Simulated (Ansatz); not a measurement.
Program: Ansatz. Geometries: PBE0-D4/def2-TZVP. ΔE: electronic, gas phase. CCSD(T)/CBS is the MP2 limit (def2-TZVPP, def2-QZVPP) plus CCSD(T) − MP2 in def2-TZVPP, frozen cores. Double bonds are as drawn, so ΔE can hold a change between cis and trans. Functionals use def2-TZVPP. One conformer a species, not always the lowest.

Consider the formal exchange of groups at a B–C bond: `FCBCF` + `C/C(F)=C\O` → `OBCF` + `C/C(F)=C/CF`.

```
  level  ΔE (kcal/mol)
ωB97M-V          -47.1
    PBE          -44.4
```

Task: What does CCSD(T)/CBS give? (Estimate.)

Result: Ansatz gave: -48.5 kcal/mol. The listed levels differ from it by 1.4, 4.1 kcal/mol.

Largest T1 diagnostic among the species: 0.012.

From PBE to PBE0 (25 % exact exchange), in def2-TZVPP and without D4, ΔE moves by −1.4 kcal/mol.
